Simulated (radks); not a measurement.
Problem. Excited configurations of the cobalt ion Co3+: one electron is placed in a higher orbital outside [Ar] 3d5. The ground configuration is [Ar] 3d6. Calculated with a radial shooting solver on a logarithmic mesh with Libxc functionals: scalar-relativistic Kohn-Sham, PBE, spin-polarised, spherical densities, point nucleus; open shells are filled with parallel spins first. Excitation = E - E(ground); binding = E(ion) - E, where the ion is the core of charge +4; n* = 4/sqrt(2 binding) in atomic units, and the quantum defect is n - n*.

| outer orbital | excitation (eV) | binding (eV) | n* | quantum defect | eigenvalue (eV) | <r> (bohr) |
|---|---|---|---|---|---|---|
| 4p | 19.091 | 32.897 | 2.572 | 1.428 | -28.599 | 2.371 |
| 5s | 31.869 | 20.120 | 3.289 | 1.711 | -18.044 | 4.196 |
| 5d | 39.106 | 12.883 | 4.111 | 0.889 | -11.355 | 5.813 |
| 5f | 42.538 | 9.450 | 4.799 | 0.201 | -8.228 | 7.315 |
| 6s | 39.976 | 12.012 | 4.257 | 1.743 | -10.823 | 6.991 |
| 6p | 41.341 | 10.647 | 4.522 | 1.478 | -9.581 | 7.667 |
| 7s | 43.967 | 8.021 | 5.209 | 1.791 | -7.242 | 10.49 |
| 7d | 45.964 | 6.024 | 6.011 | 0.989 | -5.435 | 13.27 |
| 7f | 47.064 | 4.924 | 6.649 | 0.351 | -4.422 | 15.62 |

Estimate the row for 4s.

Solution. excitation (eV) 10.869; binding (eV) 41.119; n* 2.301; quantum defect 1.699; eigenvalue (eV) -36.193; <r> (bohr) 2.092. The Delta-SCF ionisation energy is 51.988 eV (NIST Atomic Spectra Database: 51.3 eV, semi-empirical). Self-interaction in the functional shifts the binding energies and quantum defects, so they are the method's values and not measured ones. Open shells are spherical and high-spin; term and fine-structure splittings are not resolved.
